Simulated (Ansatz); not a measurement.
A structure relaxed at r2SCAN/def2-SVP in Ansatz, charge 1, singlet:

```csv
atom,x (Å),y (Å),z (Å)
Na1,1.8213,0.7015,1.9278
Na2,1.8665,1.3423,-1.5313
Na3,-1.5879,0.3966,3.2759
Na4,3.1105,-1.9089,-0.3212
Na5,-0.1350,-2.3914,1.3578
Na6,-0.7446,2.6048,0.4609
Na7,-2.7107,-0.4969,-0.1147
Na8,-1.5215,1.5109,-2.9556
Na9,-0.0986,-1.7588,-2.0997
```

Question: Give its formula.

Answer: the cluster Na₉⁺.

Question: Summarise the bond lengths by kind (pairs closer than 1.2 times the sum of covalent radii, bridged metal pairs left out).

Answer: 21 × Na–Na 3.52 to 3.72 Å.

The restricted singlet is unstable towards broken spin symmetry in Hartree–Fock (as tested in another run); at r2SCAN/def2-SVP this wasn't settled. The structure comes from a short search, and lower isomers may exist.
